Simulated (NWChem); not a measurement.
Program: NWChem. System: ClCu, charge 0, spin multiplicity 1, at a geometry optimised with PBE0/def2-SVP. The structure started from a generated list of species. Level: B3LYP/6-31G* (spherical d), VWN1-RPA local correlation.

Input file:

```
start mol
memory heap 200 mb stack 900 mb global 1100 mb
geometry units angstroms nocenter noautoz
  Cu     0.000000     0.000000    -0.769842
  Cl     0.000000     0.000000     1.313260
  symmetry group C2v
end
basis spherical
  * library 6-31g*
end
dft
  xc b3lyp
  semidirect memsize 60000000 filesize 0
  iterations 100
end
property
  dipole
  response 1 0.0
end
task dft property
```

Part of the output:

```
             Northwest Computational Chemistry Package (NWChem) 7.3.0
             --------------------------------------------------------

                                NWChem Input Module
                                -------------------

 Scaling coordinates for geometry "geometry" by  1.889725989
 (inverse scale =  0.529177249)

 Turning off AUTOSYM since
 SYMMETRY directive was detected!

                             Geometry "geometry" -> ""
                             -------------------------

 Output coordinates in angstroms (scale by  1.889725989 to convert to a.u.)

  No.       Tag          Charge          X              Y              Z
 ---- ---------------- ---------- -------------- -------------- --------------
    1 Cu                  29.0000     0.00000000     0.00000000    -0.76984200
    2 Cl                  17.0000     0.00000000     0.00000000     1.31326000

 Effective nuclear repulsion energy (a.u.)     125.2384106764

            Nuclear Dipole moment (a.u.)
            ----------------------------
        X                 Y               Z
 ---------------- ---------------- ----------------
     0.0000000000     0.0000000000     0.0000037795

      Symmetry information
      --------------------

 Group name             C2v
 Group number             16
 Group order               4
 No. of unique centers     2

      Symmetry unique atoms

     1    2


 Summary of "ao basis" -> "" (spherical)
 ------------------------------------------------------------------------------
       Tag                 Description            Shells   Functions and Types
 ---------------- ------------------------------  ------  ---------------------
 *                           6-31g*                   on all atoms

                              NWChem Property Module
                              ----------------------

                                 NWChem DFT Module
                                 -----------------

 Summary of "ao basis" -> "ao basis" (spherical)
 ------------------------------------------------------------------------------
       Tag                 Description            Shells   Functions and Types
 ---------------- ------------------------------  ------  ---------------------
 Cu                          6-31g*                 12       34   5s4p2d1f
 Cl                          6-31g*                  8       18   4s3p1d

 Summary of "ao basis" -> "ao basis" (spherical)
 ------------------------------------------------------------------------------
       Tag                 Description            Shells   Functions and Types
 ---------------- ------------------------------  ------  ---------------------
 Cu                          6-31g*                 12       34   5s4p2d1f
 Cl                          6-31g*                  8       18   4s3p1d

            General Information
            -------------------
          SCF calculation type: DFT
          Wavefunction type:  closed shell.
          No. of atoms     :     2
          No. of electrons :    46
           Alpha electrons :    23
            Beta electrons :    23
          Charge           :     0
          Spin multiplicity:     1
          Use of symmetry is: off; symmetry adaption is: off
          Maximum number of iterations: 100
          AO basis - number of functions:    52
                     number of shells:    20
          Convergence on energy requested:  1.00D-06
          Convergence on density requested:  1.00D-05
[...]
    47      0.145596  2 Cl pz                39     -0.101909  2 Cl pz

 Vector   25  Occ=0.000000D+00  E=-2.836269D-03
              MO Center=  3.7D-07, -3.7D-07, -8.5D-01, r^2= 6.2D+00
   Bfn.  Coefficient  Atom+Function         Bfn.  Coefficient  Atom+Function
  ----- ------------  ---------------      ----- ------------  ---------------
    15      0.605336  1 Cu px                16     -0.605057  1 Cu py
    11      0.184603  1 Cu px                12     -0.184518  1 Cu py
    45     -0.173503  2 Cl px                46      0.173423  2 Cl py
    41     -0.129341  2 Cl px                42      0.129282  2 Cl py
     7     -0.073938  1 Cu px                 8      0.073904  1 Cu py

 Vector   26  Occ=0.000000D+00  E=-2.836148D-03
              MO Center= -3.0D-08,  6.8D-09, -8.5D-01, r^2= 6.2D+00
   Bfn.  Coefficient  Atom+Function         Bfn.  Coefficient  Atom+Function
  ----- ------------  ---------------      ----- ------------  ---------------
    15      0.605059  1 Cu px                16      0.605338  1 Cu py
    11      0.184515  1 Cu px                12      0.184600  1 Cu py
    45     -0.173423  2 Cl px                46     -0.173503  2 Cl py
    41     -0.129282  2 Cl px                42     -0.129342  2 Cl py
     7     -0.073904  1 Cu px                 8     -0.073938  1 Cu py

 center of mass
 --------------
 x =   0.00000000 y =   0.00000000 z =  -0.04869752

 moments of inertia (a.u.)
 ------------------
         348.321066917706           0.000000000000           0.000000000000
           0.000000000000         348.321066917706           0.000000000000
           0.000000000000           0.000000000000           0.000000000000

     Multipole analysis of the density
     ---------------------------------

     L   x y z        total         alpha         beta         nuclear
     -   - - -        -----         -----         ----         -------
     0   0 0 0     -0.000000    -23.000000    -23.000000     46.000000

     1   1 0 0      0.000006      0.000003      0.000003      0.000000
     1   0 1 0     -0.000005     -0.000003     -0.000003      0.000000
     1   0 0 1     -1.958272     -0.979138     -0.979138      0.000004

     2   2 0 0    -19.399054     -9.699527     -9.699527      0.000000
     2   1 1 0      0.000249      0.000124      0.000124      0.000000
     2   1 0 1     -0.000006     -0.000003     -0.000003      0.000000
     2   0 2 0    -19.399054     -9.699527     -9.699527      0.000000
     2   0 1 1      0.000006      0.000003      0.000003      0.000000
     2   0 0 2    -17.398012    -91.737189    -91.737189    166.076365

 *** CALLING NEW AORESP DRIVER FOR CLOSED AND OPEN SHELLS ***
 Entering AOResponse driver routine

--------------------------------------------------------------------------------

          ****************
          *** RESPONSE ***
          ****************

 Response module for NWChem and dynamic CPKS solver

          -----------------------------------------------
          Solving response equations for perturbing field
          -----------------------------------------------

 number of frequencies:     1
 frequency in a.u.:  0.0000000E+00
 Perturbing field: electric
 Using El. Dipole Length Gauge

 Setting up CPKS with frequency omega =      0.00000000 a.u.

 STATIC response

                                NWChem CPHF Module
                                ------------------

  scftype          =     RHF
  nclosed          =       23
  nopen            =        0
  variables        =      667
  # of vectors     =        3
  tolerance        = 0.10D-03
  level shift      = 0.00D+00
  max iterations   =       50
  max subspace     =       30

  int2e_file: Failed to allocate cache ... halving
 SCF residual:    2.3293612838346488E-003

Iterative solution of linear equations
  No. of variables      667
  No. of equations        3
  Maximum subspace       30
        Iterations       50
       Convergence  1.0D-04

   iter   nsub   residual    time
   ----  ------  --------  ---------
     1      3    4.28D+00       5.5
     2      6    2.27D+00       6.8
     3      9    2.22D+00       8.2
     4     12    4.64D-01       9.5
     5     15    1.11D-01      10.8
     6     18    2.84D-02      12.1
     7     21    7.37D-03      13.4
     8     24    9.04D-04      14.7
     9     27    2.01D-04      16.0
    10     30    6.26D-05      17.4

 Electric Dipole Response Matrix (nonzero elements):

              1        2        3
    1   33.9779  -0.0011   0.0000
    2   -0.0011  33.9779  -0.0000
    3    0.0000  -0.0000  51.8501

 ------------------------------------------
 average:        39.93533 + I       0.00000

 DFT Linear Response polarizability / au
 Frequency  =       0.0000000 / au
 Wavelength = -999999.0000000 / nm
              X              Y              Z
 -----------------------------------------------
 X      33.9779428     -0.0010515      0.0000266
 Y      -0.0010515     33.9779427     -0.0000255
 Z       0.0000268     -0.0000256     51.8500985
 -----------------------------------------------
 Eigenvalues =      33.9789942     33.9768913     51.8500985
 Isotropic   =      39.9353280
 Anisotropic =      17.8721558
 -----------------------------------------------

 Magnetic Dipole Response Matrix (nonzero elements):
 Optical rotation tensor Beta

 *** static G'=0. Use GPRIME input with finite omega
 *** or better ORBETA without GPRIME for small or zero freq.

 zero matrix

 ------------------------------------------
 average:         0.00000 + I       0.00000

 Exiting AOResponse driver routine

          -------------
          Dipole Moment
          -------------

 Center of charge (in au) is the expansion point
         X =       0.0000000 Y =       0.0000000 Z =       0.0000001

   Dipole moment        1.9582717944 A.U.
             DMX        0.0000056101 DMXEFC        0.0000000000
             DMY       -0.0000051610 DMYEFC        0.0000000000
             DMZ       -1.9582717944 DMZEFC        0.0000000000
   -EFC- dipole         0.0000000000 A.U.
   Total dipole         1.9582717944 A.U.

   Dipole moment        4.9774680391 Debye(s)
             DMX        0.0000142595 DMXEFC        0.0000000000
             DMY       -0.0000131180 DMYEFC        0.0000000000
             DMZ       -4.9774680391 DMZEFC        0.0000000000
   -EFC- dipole         0.0000000000 DEBYE(S)
   Total dipole         4.9774680391 DEBYE(S)

 1 a.u. = 2.541766 Debyes

 Task  times  cpu:       17.4s     wall:       17.4s

 Total times  cpu:       17.4s     wall:       17.4s
```
